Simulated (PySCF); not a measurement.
CH₄O₃, SMILES OC(O)O. Atoms are numbered in the order given.

```xyz
8

O     -0.1606     0.7062     1.0927
C      0.3448     0.0213     0.0000
O     -0.0352    -1.3245     0.0000
O     -0.1606     0.7062    -1.0927
H      0.1658     0.2476     1.8780
H      1.4572    -0.0077     0.0000
H     -1.0069    -1.3180     0.0000
H      0.1658     0.2476    -1.8780
```

Coordinates come from a r2SCAN-D4/def2-SVP optimisation. Other conformers were not sampled.

Level of theory: KT2/pcSseg-1 in PySCF.

GIAO shieldings, no solvent; atoms listed in one row are averaged. δ = σ(ref) − σ: ¹⁷O against H2O (σ = 330.4 ppm); ¹³C against TMS (σ = 185.1 ppm); ¹H against TMS (σ = 31.47 ppm), references at their B3LYP-D3(BJ)/def2-TZVP geometries, non-relativistic.

```tsv
nucleus	atoms	count	δ (ppm)
¹⁷O	O3	1	146.1
¹⁷O	O1, O4	2	123.2
¹³C	C2	1	109.3
¹H	H6	1	6.29
¹H	H5, H7, H8	3	1.65
```
